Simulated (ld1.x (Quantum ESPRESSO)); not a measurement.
# PBEsol TM dataset for carbon, scalar-relativistic all-electron reference.

- Element: C
- Generator: ld1.x (Quantum ESPRESSO) 7.5
- Type: norm-conserving Troullier–Martins (Kleinman–Bylander form)
- Functional: PBEsol
- Relativity: scalar-relativistic
- Frozen core: [He]
- Valence charge: 4
- Reference configuration: 2s1.75 2p2.25
- Partial waves: 2s (bound): rc 1.05 bohr; 2p (bound): rc 2.55 bohr; 3d channel at -0.05 Ry: rc 2.35 bohr
- Local potential: all-electron potential smoothed inside 2.15 bohr (lloc = -1)
- Core correction: Bessel-smoothed model core inside 0.95 bohr

All-electron outer shells of the reference configuration (PBEsol, scalar-relativistic, ld1.x):

| shell | level (eV) | outermost node (bohr) | outermost maximum (bohr) |
| --- | --- | --- | --- |
| 1s | -272.29 | – | 0.18 |
| 2s | -13.77 | 0.38 | 1.22 |
| 2p | -5.35 | – | 1.20 |

What the tests gave:

```
Cutoffs needed           : 35 Ry and 90 Ry (the cutoffs (Ry, on a coarse ladder) from which the occupation-weighted sum of valence levels, in a spherical-Bessel basis at the reference potential, stays within 10 and 1 mRy of its value at 400 Ry)
Ghost test               : ghost state, extra bound levels that the all-electron valence spectrum of the same l lacks: s at -140.8 eV; a true bound ghost makes a file unfit for plane-wave use (spherical-Bessel basis up to 400 Ry, 20 bohr box)
Largest excitation error : +498 meV (all-electron minus pseudo) for 2s2 2p0, out of 7 test configurations
```

Generation and tests took about 3.3 s on one core of a shared server CPU.
